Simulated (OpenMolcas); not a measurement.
Cl5+: CASPT2 settings compared

```json
{"Program": "OpenMolcas", "Basis": "ANO-RCC-VDZ [4s3p]", "Scalar Hamiltonian": "DKH3, point nucleus", "Active space": "2 electrons in 4 orbitals (3s 3p)", "State averaging": "2S+1 = 1 even, 7 roots; 2S+1 = 3 even, 3 roots kept (CI in the orbitals of an earlier block); 2S+1 = 1 odd, 3 roots; 2S+1 = 3 odd, 3 roots kept (CI in the orbitals of an earlier block)", "Spin-orbit coupling": "RASSI with atomic mean-field integrals over the reference wave functions, term energies averaged over their components"}
```

Methods on the same reference wave functions:
A. CASSCF
B. SS-CASPT2, IPEA 0.5 Eh, no level shift (closed shells correlated: none)
C. SS-CASPT2, IPEA 0.15 Eh, imaginary shift 0.3 Eh (closed shells correlated: none)
D. MS-CASPT2, IPEA 0.5 Eh, no level shift (closed shells correlated: none)
E. MS-CASPT2, IPEA 0.15 Eh, imaginary shift 0.3 Eh (closed shells correlated: none)
F. XMS-CASPT2, IPEA 0.6 Eh, sigma2 regulariser 0.5 Eh (closed shells correlated: none)

Energies in cm⁻¹ above 3s² ¹S₀.

```csv
Level,A,B,C,D,E,F
3s² ¹S₀,0.0,0.0,0.0,0.0,0.0,0.0
3s 3p ³P°₀,103350,103200,103176,103200,103177,103205
3s 3p ³P°₁,103740,103590,103567,103590,103567,103595
3s 3p ³P°₂,104536,104386,104362,104386,104363,104391
3s 3p ¹P°₁,165664,165826,165827,165826,165827,165886
3p² ³P₀,246472,246652,246655,246652,246655,246714
3p² ³P₁,246898,247078,247081,247078,247081,247140
3p² ³P₂,247682,247862,247865,247862,247865,247924
3p² ¹D₂,263718,263909,263914,263910,263914,263973
3p² ¹S₀,298318,298309,298303,298309,298303,298380
```

Among B to F the level of the table that moves most is 3p² ¹S₀, by 78 cm-1 (lowest in C, highest in F).

The lowest spin-free term lies below A's lowest term by 0.001 hartree in B, 0.001 hartree in C, 0.001 hartree in D, 0.001 hartree in E, 0.001 hartree in F.

Terms from blocks run as CI alone lack orbitals of their own. The ¹D term of p² mixes with s d, which this space lacks. The basis is small and was not contracted for so high a charge. Only configurations of the active space appear.

° marks odd parity.
